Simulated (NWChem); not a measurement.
System: C3H7NSi; SMILES NCC#C[SiH3]

Here is an NWChem input.

```
start job
memory heap 200 mb stack 900 mb global 1100 mb
geometry units angstroms noautoz
  N      0.618464     2.857660    -0.220530
  C     -0.537689     2.068721     0.160500
  C     -0.359635     0.612778     0.120887
  C     -0.163983    -0.591032     0.072582
  Si     0.116134    -2.396042     0.004915
  H      0.908746     2.612270    -1.165380
  H      1.406722     2.630292     0.382944
  H     -0.850481     2.358398     1.178469
  H     -1.386811     2.338125    -0.490982
  H     -0.029767    -2.988904     1.367472
  H     -0.874936    -3.034530    -0.911234
  H      1.493376    -2.676109    -0.500251
end
basis spherical
  * library def2-svp
end
dft
  xc xpbe96 cpbe96
  iterations 150
  mulliken
end
task dft energy
```

Parts of the log:

```
             Northwest Computational Chemistry Package (NWChem) 7.3.0
             --------------------------------------------------------

 C1  symmetry detected

                             Geometry "geometry" -> ""
                             -------------------------

 Output coordinates in angstroms (scale by  1.889725989 to convert to a.u.)

  No.       Tag          Charge          X              Y              Z
 ---- ---------------- ---------- -------------- -------------- --------------
    1 N                    7.0000     0.62930075     2.85824761     0.00003818
    2 C                    6.0000    -0.58100300     2.05858319     0.00012254
    3 C                    6.0000    -0.38657091     0.60419722    -0.00006006
    4 C                    6.0000    -0.17494338    -0.59787822    -0.00020832
    5 Si                  14.0000     0.12830643    -2.40041669     0.00005293
    6 H                    1.0000     1.19664907     2.62727125    -0.81358779
    7 H                    1.0000     1.19733139     2.62640615     0.81294560
    8 H                    1.0000    -1.19252280     2.33272822     0.87699226
    9 H                    1.0000    -1.19267682     2.33282287    -0.87661187
   10 H                    1.0000    -0.42188996    -3.01264987     1.24576096
   11 H                    1.0000    -0.52963293    -3.03101831    -1.18260216
   12 H                    1.0000     1.59645059    -2.66687300    -0.06303019

 Effective nuclear repulsion energy (a.u.)     187.1952520821

  pbe96 is a nonlocal functional; adding pw91lda local functional.

                                 NWChem DFT Module
                                 -----------------

 Summary of "ao basis" -> "ao basis" (spherical)
 ------------------------------------------------------------------------------
       Tag                 Description            Shells   Functions and Types
 ---------------- ------------------------------  ------  ---------------------
 N                          def2-svp                 6       14   3s2p1d
 C                          def2-svp                 6       14   3s2p1d
 Si                         def2-svp                 8       18   4s3p1d
 H                          def2-svp                 3        5   2s1p

            General Information
            -------------------
          SCF calculation type: DFT
          Wavefunction type:  closed shell.
          No. of atoms     :    12
          No. of electrons :    46
           Alpha electrons :    23
            Beta electrons :    23
          Charge           :     0
          Spin multiplicity:     1
          Use of symmetry is: off; symmetry adaption is: off
          Maximum number of iterations: 150
          AO basis - number of functions:   109
                     number of shells:    53
          Convergence on energy requested:  1.00D-06
          Convergence on density requested:  1.00D-05
          Convergence on gradient requested:  5.00D-04

              XC Information
              --------------
          PerdewBurkeErnzerhof Exchange Functional  1.000
            Perdew 1991 LDA Correlation Functional  1.000 local
           PerdewBurkeErnz. Correlation Functional  1.000 non-local

             Grid Information
             ----------------
          Grid used for XC integration:  medium
          Radial quadrature: Mura-Knowles
          Angular quadrature: Lebedev.
          Tag              B.-S. Rad. Rad. Pts. Rad. Cut. Ang. Pts.
          ---              ---------- --------- --------- ---------
          N                   0.65       49          14.0       434
          C                   0.70       49          12.0       434
          Si                  1.10       88          12.0       590
          H                   0.35       45          14.0       434
          Grid pruning is: on
          Number of quadrature shells:   599
          Spatial weights used:  Erf1

      Superposition of Atomic Density Guess
      -------------------------------------

 Sum of atomic energies:        -459.35211057

      Non-variational initial energy
      ------------------------------

 Total energy =    -462.025220
 1-e energy   =   -1000.050746
 2-e energy   =     350.830274
 HOMO         =      -0.319356
 LUMO         =       0.012471

     ---------------------------------------------
      Total Density - Mulliken Population Analysis
     ---------------------------------------------

    Atom       Charge   Shell Charges
 -----------   ------   -------------------------------------------------------
    1 N    7     7.54   1.99  1.04  0.46  2.48  1.56  0.01
    2 C    6     5.81   1.99  0.93  0.10  1.88  0.87  0.05
    3 C    6     5.98   1.99  1.00  0.28  1.86  0.81  0.04
    4 C    6     6.57   1.99  1.02  0.46  2.01  1.07  0.03
    5 Si  14    13.52   2.00  1.99  0.99  0.28  5.94  1.12  1.06  0.14
    6 H    1     0.78   0.61  0.13  0.04
    7 H    1     0.78   0.61  0.13  0.04
    8 H    1     0.90   0.68  0.20  0.02
    9 H    1     0.90   0.68  0.20  0.02
   10 H    1     1.07   0.69  0.36  0.01
   11 H    1     1.07   0.69  0.36  0.01
   12 H    1     1.07   0.69  0.36  0.01

   convergence    iter        energy       DeltaE   RMS-Dens  Diis-err
 ---------------- ----- ----------------- --------- --------- ---------
 d= 0,ls=0.0,diis     1   -462.0425990794 -6.49D+02  1.21D-02  5.39D-01
 d= 0,ls=0.0,diis     2   -462.0376812650  4.92D-03  7.29D-03  5.52D-01
 d= 0,ls=0.0,diis     3   -462.0601765220 -2.25D-02  4.44D-03  3.36D-01
 d= 0,ls=0.0,diis     4   -462.0927249393 -3.25D-02  1.74D-03  8.62D-02
 d= 0,ls=0.0,diis     5   -462.1041129496 -1.14D-02  4.22D-04  1.35D-03
  Resetting Diis
 d= 0,ls=0.0,diis     6   -462.1042470526 -1.34D-04  1.19D-04  2.42D-04
 d= 0,ls=0.0,diis     7   -462.1042757682 -2.87D-05  7.45D-05  1.23D-05
 d= 0,ls=0.0,diis     8   -462.1042730902  2.68D-06  4.37D-05  3.20D-05
 d= 0,ls=0.0,diis     9   -462.1042772573 -4.17D-06  1.14D-05  2.55D-06
 d= 0,ls=0.0,diis    10   -462.1042775324 -2.75D-07  3.83D-06  3.39D-07

         Total DFT energy =     -462.104277532436
      One electron energy =    -1004.547475258292
           Coulomb energy =      401.472546231249
    Exchange-Corr. energy =      -46.224600587448
 Nuclear repulsion energy =      187.195252082055

 Numeric. integr. density =       45.999986387454

                       DFT Final Molecular Orbital Analysis
                       ------------------------------------

 Vector   21  Occ=2.000000D+00  E=-2.486055D-01
              MO Center= -1.6D-01,  1.2D-01, -8.4D-03, r^2= 3.5D+00
   Bfn.  Coefficient  Atom+Function         Bfn.  Coefficient  Atom+Function
  ----- ------------  ---------------      ----- ------------  ---------------
    32      0.387630   3 C  px               46      0.349604   4 C  px
    35      0.231726   3 C  px               49      0.199032   4 C  px
   105     -0.140750  12 H  s                 3     -0.134040   1 N  s
     4     -0.126145   1 N  px              106     -0.115582  12 H  s
     2     -0.113034   1 N  s                85      0.094925   8 H  s

 Vector   22  Occ=2.000000D+00  E=-2.373308D-01
              MO Center= -3.4D-01, -1.2D-01,  7.9D-03, r^2= 2.9D+00
   Bfn.  Coefficient  Atom+Function         Bfn.  Coefficient  Atom+Function
  ----- ------------  ---------------      ----- ------------  ---------------
    48      0.401471   4 C  pz               34      0.378931   3 C  pz
    51      0.247826   4 C  pz               37      0.218693   3 C  pz
    85     -0.136455   8 H  s                90      0.136430   9 H  s
    20     -0.131383   2 C  pz               95     -0.127514  10 H  s
   100      0.121023  11 H  s                96     -0.110147  10 H  s

 Vector   23  Occ=2.000000D+00  E=-2.056577D-01
              MO Center=  4.5D-01,  2.5D+00, -7.0D-04, r^2= 2.5D+00
   Bfn.  Coefficient  Atom+Function         Bfn.  Coefficient  Atom+Function
  ----- ------------  ---------------      ----- ------------  ---------------
     5      0.513322   1 N  py                8     -0.425106   1 N  py
    36     -0.182692   3 C  py                3     -0.172781   1 N  s
    46     -0.173070   4 C  px                2     -0.167212   1 N  s
    45     -0.159309   4 C  s                33     -0.152309   3 C  py
    30     -0.137373   3 C  s                 4     -0.121723   1 N  px

 Vector   24  Occ=0.000000D+00  E=-3.012314D-02
              MO Center= -8.9D-02, -3.1D-01, -2.5D-03, r^2= 4.8D+00
   Bfn.  Coefficient  Atom+Function         Bfn.  Coefficient  Atom+Function
  ----- ------------  ---------------      ----- ------------  ---------------
    67      0.538854   5 Si px              106     -0.512725  12 H  s
     3      0.401927   1 N  s                32     -0.377812   3 C  px
    49      0.377995   4 C  px               35     -0.368856   3 C  px
    46      0.300301   4 C  px               36     -0.290416   3 C  py
   101      0.272088  11 H  s                96      0.232031  10 H  s

 Vector   25  Occ=0.000000D+00  E=-2.344264D-02
              MO Center= -2.3D-01, -5.6D-01,  2.1D-03, r^2= 4.5D+00
   Bfn.  Coefficient  Atom+Function         Bfn.  Coefficient  Atom+Function
  ----- ------------  ---------------      ----- ------------  ---------------
    69      0.602259   5 Si pz               96     -0.496974  10 H  s
    37     -0.476763   3 C  pz              101      0.471630  11 H  s
    34     -0.407727   3 C  pz               51      0.369369   4 C  pz
    86      0.290634   8 H  s                91     -0.290800   9 H  s
    48      0.288194   4 C  pz               95     -0.141334  10 H  s

[...]
```

Level: PBE/def2-SVP. All runs use the structure optimised with PBE0/def2-SVP. Not confirmed as a minimum by frequencies.
